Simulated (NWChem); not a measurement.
Molecule: InI3; SMILES [I][In]([I])[I]

Computed with NWChem. All runs use the structure optimised with PBE0/def2-SVP. Not confirmed as a minimum by frequencies. def2 effective core potentials on In, I; no spin-orbit coupling. Total energies compare along this basis series because the functional is fixed.

| level | basis functions | energy (Ha) | highest occupied level (eV) | orbital gap (eV) |
|---|---|---|---|---|
| B3LYP/def2-SVP | 104 | -1083.7447 | -7.48 | 4.13 |
| B3LYP/def2-SVPD | 137 | -1083.7490 | -7.57 | 4.08 |
| B3LYP/def2-TZVP | 200 | -1083.7828 | -7.58 | 4.18 |
| B3LYP/def2-TZVPD | 233 | -1083.7831 | -7.59 | 4.17 |
| B3LYP/def2-TZVPP | 200 | -1083.7828 | -7.58 | 4.18 |
